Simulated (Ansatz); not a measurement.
H5NOSi2 at its PBE0-D4/def2-TZVP geometry, where that method's forces vanish. The species carries charge 0 and has multiplicity 1.

```xyz
9

N     0.1917   -0.5980    0.7804
Si   -0.1973    1.0754    0.5833
O    -0.2601    0.8177   -1.0667
Si    0.1122   -0.8061   -0.9345
H     0.3795   -1.1970    1.5613
H     0.8542    2.0463    0.9788
H    -1.4957    1.5199    1.1505
H    -0.9673   -1.6915   -1.4402
H     1.3828   -1.1667   -1.6130
```

Task: What forces (eV/Å) does PBE-D4/def2-TZVPP give on these atoms in Ansatz? (An estimate is asked.)

Result: Ansatz gave: 
```
N1   0.038 -0.117  0.153
Si2 -0.029  0.232  0.327
O3  -0.142  0.451 -0.588
Si4  0.069 -0.365 -0.154
H5   0.073 -0.232  0.302
H6   0.126  0.123  0.047
H7  -0.158  0.059  0.068
H8  -0.131 -0.108 -0.067
H9   0.154 -0.044 -0.088
```
